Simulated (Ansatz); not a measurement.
`OCCN[SiH3]` + CH₃NH₂ → `CNCO` + `CN[SiH3]`  (substitution at a C–C bond)

Program: Ansatz. Geometries: PBE0-D4/def2-TZVP. ΔE: electronic, gas phase. CCSD(T)/CBS is the MP2 limit (def2-TZVPP, def2-QZVPP) plus CCSD(T) − MP2 in def2-TZVPP, frozen cores. DFT in def2-TZVPP. One conformer a species, not always the lowest.

```json
{"level": "PBE0-D4", "ΔE (eV)": "0.14"}
{"level": "revPBE", "ΔE (eV)": "0.11"}
```

Question: What does CCSD(T)/CBS give? (Estimate.)

Answer: Ansatz gave: +0.17 eV. The listed levels differ from it by -0.03, -0.06 eV.

Largest T1 diagnostic among the species: 0.010.

Leaving LDA and LC-ωPBE aside and taking each functional with its dispersion term where it has one, the values, not all of them listed here, spread over 0.02 eV, from BLYP-D4 to ωB97M-V. In def2-TZVPP, CCSD(T) changes the Hartree–Fock value by +0.05 eV (the triples alone add +0.00 eV) and MP2 by +0.06 eV. At CCSD(T), def2-SVP lies −0.05 eV from the extrapolated value and def2-TZVPP −0.02 eV.
